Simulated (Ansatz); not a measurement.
Compare A (`CC(F)S[SiH3]`) with its isomer B (`FC[SiH2]CS`).

Program: Ansatz. Geometries: PBE0-D4/def2-TZVP. ΔE: electronic, gas phase. CCSD(T)/CBS is the MP2 limit (def2-TZVPP, def2-QZVPP) plus CCSD(T) − MP2 in def2-TZVPP, frozen cores. DFT in def2-TZVPP. B3LYP here is the variant with VWN-RPA as its local correlation; programs differ in this. One conformer a species, not always the lowest.

Task: Which is lower in electronic energy at CCSD(T)/CBS, and by how much? (Best estimate.)

Result: The calculation gave: A, by 61.2 kJ/mol.

Task: Give E(B) − E(A) in kJ/mol with ωB97M-V, B3LYP, PBE-D4, CCSD(T)/def2-TZVPP, HF/def2-TZVPP, r2SCAN-D4, CCSD/def2-TZVPP. (Estimate.)

Result: Computed: ωB97M-V 59.0, B3LYP 58.4, PBE-D4 62.1, CCSD(T)/def2-TZVPP 60.5, HF/def2-TZVPP 62.0, r2SCAN-D4 65.9, CCSD/def2-TZVPP 58.8. None reverses the order clearly.

Largest T1 diagnostic: 0.011.
